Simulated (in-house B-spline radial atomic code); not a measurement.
OEP/ALDAx excitations of the oxygen ion O⁴⁺

Method: OEP/ALDAx. Computed with an all-electron radial atomic-structure program (B-spline basis): linear response of the closed shell [He] 2s2 with the adiabatic LDA exchange kernel on the exchange-only optimised effective potential; scalar-relativistic (spin-free one-electron X2C), finite nucleus, no spin-orbit coupling, no double excitations, S, P, D and F terms only.

Command:
```bash
python run_td.py task.json out
```
Settings (radii: box in bohr, nucleus in fm):
```
Z                        8
electrons                4
configuration            [He] 2s2
hamiltonian              x2c
method                   oep
box_radius               19.1
rms_radius               2.6991
intervals                108
```

Cost of the run: 0.4 s on 1 thread of Intel(R) Xeon(R) Platinum 8259CL CPU @ 2.50GHz (Skylake/Cascade Lake) (shared host).

The lowest states, in the order of their Tamm-Dancoff energies; the method's threshold (minus the highest occupied level) is 111.41 eV. Labels give the largest channel, * marks a mixed state, and oscillator strengths are full-response dipole values. Semilocal kernels can invert the small singlet-triplet splittings of Rydberg terms. Energies in eV:

```csv
state,full response,Tamm-Dancoff,oscillator strength
2s → 2p 3P,8.153,9.314,-
2s → 2p 1P,19.100,20.187,0.517
2s → 3s 3S,65.57,65.59,-
2s → 3s 1S,?,?,-
2s → 3p 3P,69.30,69.33,-
2s → 3p 1P,70.14,70.15,0.401
2s → 3d 3D,?,?,-
2s → 3d 1D,72.81,72.81,-
2s → 4s 3S,87.02,87.03,-
2s → 4s 1S,87.72,87.73,-
2s → 4p 3P,88.50,88.51,-
2s → 4p 1P,88.77,88.78,0.12
2s → 4d 3D,89.31,89.32,-
2s → 4f 3F,89.80,89.80,-
2s → 4d 1D,89.85,89.85,-
2s → 4f 1F,89.88,89.88,-
2s → 5s 3S,96.26,96.26,-
2s → 5s 1S,96.57,96.58,-
2s → 5p 3P,96.99,96.99,-
2s → 5p 1P,97.11,97.11,0.053
```

(1) Where does 2s → 3d 3D lie?

(2) Where does 2s → 3s 1S lie?

(3) How large is the singlet-triplet splitting of 2s → 2p (P terms) in Tamm-Dancoff?

(4) What polarisabilities and dispersion coefficient does the method give?

Answers

(1) At 71.22 eV in full response, 71.26 eV in Tamm-Dancoff.

(2) At 67.81 eV in full response, 67.84 eV in Tamm-Dancoff.

(3) 10.9 eV, from the unrounded values.

(4) Dipole 1.152 bohr³, quadrupole 0.5143 bohr⁵, C6 0.7911 hartree·bohr⁶ for two such species.
